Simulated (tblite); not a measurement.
Species: heptafluorobutyryl chloride, C₄ClF₇O.
SMILES with atom numbers: `[O:1]=[C:2]([Cl:3])[C:4]([F:5])([F:6])[C:7]([F:8])([F:9])[C:10]([F:11])([F:12])[F:13]`

Computed with GFN2-xTB (tblite), gas phase: L-BFGS steps from a force-field or distance-geometry start until the largest atomic force falls under 0.01 eV/Å.

Step 14: E = -1367.7687 eV
```
atom  x, y, z in Å  |  force x, y, z in eV/Å
O1      1.5021    1.8819   -0.9394   -0.008   0.058  -0.074
C2      1.5088    0.7521   -0.5987   -0.012   0.012   0.000
Cl3     2.2730   -0.5310   -1.4499    0.058  -0.020   0.009
C4      0.8236    0.2631    0.7100    0.001   0.003   0.010
F5      0.3830    1.3365    1.3921   -0.018  -0.004   0.009
F6      1.7236   -0.3534    1.4998   -0.027  -0.072  -0.026
C7     -0.3873   -0.6929    0.4740   -0.015  -0.060   0.026
F8      0.0174   -1.8438   -0.0935    0.089  -0.018  -0.013
F9     -0.9403   -1.0186    1.6523   -0.025   0.026   0.063
C10    -1.4819   -0.0810   -0.4459   -0.073   0.015  -0.026
F11    -1.9759    1.0449    0.0432    0.025   0.068   0.007
F12    -2.4820   -0.9331   -0.6093   -0.029  -0.054   0.007
F13    -0.9684    0.1758   -1.6525    0.033   0.045   0.009
```

Step 15: E = -1367.7700 eV
```
atom  x, y, z in Å  |  force x, y, z in eV/Å
O1      1.5007    1.8828   -0.9401   -0.014   0.000  -0.054
C2      1.5087    0.7521   -0.5997   -0.001   0.072  -0.026
Cl3     2.2808   -0.5273   -1.4483    0.054  -0.028   0.006
C4      0.8232    0.2611    0.7071   -0.022   0.001   0.015
F5      0.3802    1.3327    1.3893   -0.007   0.030   0.032
F6      1.7233   -0.3558    1.4961   -0.014  -0.072  -0.014
C7     -0.3885   -0.6943    0.4756   -0.036  -0.039  -0.009
F8      0.0160   -1.8445   -0.0918    0.081  -0.049  -0.004
F9     -0.9406   -1.0145    1.6560   -0.014   0.009   0.044
C10    -1.4842   -0.0822   -0.4454   -0.021   0.030  -0.007
F11    -1.9726    1.0464    0.0433   -0.014   0.045   0.018
F12    -2.4841   -0.9344   -0.6101   -0.013  -0.014   0.007
F13    -0.9673    0.1782   -1.6499    0.022   0.014  -0.008
```

Step 16: E = -1367.7708 eV
```
atom  x, y, z in Å  |  force x, y, z in eV/Å
O1      1.4996    1.8836   -0.9419   -0.020  -0.035  -0.039
C2      1.5084    0.7528   -0.6007    0.009   0.082  -0.037
Cl3     2.2869   -0.5255   -1.4471    0.041  -0.015   0.015
C4      0.8223    0.2600    0.7056   -0.031   0.002   0.008
F5      0.3781    1.3307    1.3883    0.008   0.034   0.041
F6      1.7224   -0.3589    1.4930   -0.014  -0.057  -0.010
C7     -0.3900   -0.6959    0.4766   -0.032  -0.008  -0.027
F8      0.0172   -1.8453   -0.0907    0.052  -0.048   0.016
F9     -0.9409   -1.0116    1.6592   -0.002  -0.008   0.009
C10    -1.4862   -0.0824   -0.4452    0.022   0.025   0.012
F11    -1.9705    1.0483    0.0438   -0.035   0.009   0.015
F12    -2.4856   -0.9356   -0.6104   -0.002   0.029   0.002
F13    -0.9661    0.1802   -1.6482    0.004  -0.009  -0.007
```

Problem. Estimate the geometry and energy of step 17. (The exact step hangs on the optimiser's Hessian estimate; all steps are aligned on step 16, rigid shifts and turns removed.)

Solution. E = -1367.7714 eV, largest force 0.059 eV/Å
```
atom  x, y, z in Å  |  force x, y, z in eV/Å
O1      1.4986    1.8840   -0.9442   -0.024  -0.036  -0.034
C2      1.5080    0.7539   -0.6017    0.012   0.050  -0.028
Cl3     2.2911   -0.5251   -1.4460    0.026   0.004   0.029
C4      0.8211    0.2597    0.7050   -0.022   0.006  -0.004
F5      0.3770    1.3302    1.3888    0.022   0.017   0.037
F6      1.7211   -0.3623    1.4906   -0.020  -0.035  -0.011
C7     -0.3913   -0.6971    0.4769   -0.010   0.013  -0.025
F8      0.0198   -1.8460   -0.0898    0.018  -0.027   0.034
F9     -0.9411   -1.0101    1.6613    0.005  -0.020  -0.022
C10    -1.4872   -0.0820   -0.4450    0.039   0.010   0.020
F11    -1.9698    1.0497    0.0444   -0.037  -0.020   0.007
F12    -2.4863   -0.9359   -0.6105    0.001   0.054  -0.003
F13    -0.9653    0.1814   -1.6474   -0.009  -0.017  -0.001
```

The energy changes by -0.0006 eV. The first-order estimate −F·Δx gives -0.0009 eV and the mean of the old and new forces, exact on a quadratic surface, -0.0006 eV. The step makes an angle of 56° with the force vector and moves no atom by more than 0.004 Å.

What follows is the cost of the whole relaxation. On Arm Neoverse V2, one thread, on a shared host, this took 0.48 s wall.
